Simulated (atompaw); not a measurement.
Before and after: PAW (atompaw) potential for V (Z = 23)

```json
{
 "Element": "vanadium (V)",
 "Generator": "atompaw 4.2.0.5",
 "Type": "PAW",
 "Functional": "LDA (PW92)",
 "Relativity": "scalar-relativistic",
 "Frozen core": "[Ar]",
 "Valence charge": "5",
 "Reference configuration": "3d3 4s1 4p1",
 "Partial waves": "4s (bound): rc 2.20 bohr; 4s channel at 1.85 Ry: rc 3.00 bohr; 4p (bound): rc 3.00 bohr; 4p channel at 4.8 Ry: rc 3.00 bohr; 3d (bound): rc 2.00 bohr; 3d channel at 4.2 Ry: rc 2.00 bohr",
 "Local potential": "troulliermartins scheme with l = 3 at 0 Ry, radius 2.25 bohr",
 "Core correction": "smooth core density matched at 2.65 bohr",
 "Augmentation charge": "sinc compensation charge, radius 2.35 bohr; PAW radius 3.00 bohr; waves and projectors: custom polynom2 7 10 vanderbiltortho"
}
```

All-electron outer shells of the reference configuration (LDA (PW92), scalar-relativistic, ld1.x):

```json
{"shell": "3s", "level (eV)": "-71.25", "outermost node (bohr)": "0.38", "outermost maximum (bohr)": "0.82"}
{"shell": "3p", "level (eV)": "-45.38", "outermost node (bohr)": "0.35", "outermost maximum (bohr)": "0.84"}
{"shell": "3d", "level (eV)": "-6.72", "outermost node (bohr)": "–", "outermost maximum (bohr)": "0.88"}
{"shell": "4s", "level (eV)": "-5.70", "outermost node (bohr)": "1.17", "outermost maximum (bohr)": "2.69"}
{"shell": "4p", "level (eV)": "-2.20", "outermost node (bohr)": "1.30", "outermost maximum (bohr)": "3.50"}
```

Change: local potential bessel scheme, radius 2.25 bohr.

Cutoffs: the cutoffs (Ry, on a coarse ladder) from which the occupation-weighted sum of valence levels, in a spherical-Bessel basis at the reference potential, stays within 10 and 1 mRy of its value at 400 Ry; they do not see the model core or the augmentation charge, which bear on the density cutoff.

Problem. What does the change do?

Solution. The potential gets neither clearly harder nor softer (21 Ry and 25 Ry → 21 Ry and 25 Ry); the range in which the s phases agree widens (upper end 1.4 → 2.4); the range in which the p phases agree widens (upper end 3.5 → at the end of the scan); neither file shows a bound ghost.

| quantity | base | changed |
| --- | --- | --- |
| cutoff, loose | 21 Ry | 21 Ry |
| cutoff, tight | 25 Ry | 25 Ry |
| bound ghosts | none | none |
| s: phases at 3.01 bohr within 0.05 rad from the reference energy up to (Ry; the scan ends near 5) | 1.4 | 2.4 |
| p: phases at 3.01 bohr within 0.05 rad from the reference energy up to (Ry; the scan ends near 5) | 3.5 | to the end of the scan |
| d: phases at 3.01 bohr within 0.05 rad from the reference energy up to (Ry; the scan ends near 5) | 0.7 | 0.6 |
| lowest overlap eigenvalue by channel | s 0.53, p 0.75, d 0.85 | s 0.60, p 0.75, d 0.85 |

 The cutoffs see the waves, projectors and local potential, not the compensation charge or the core.
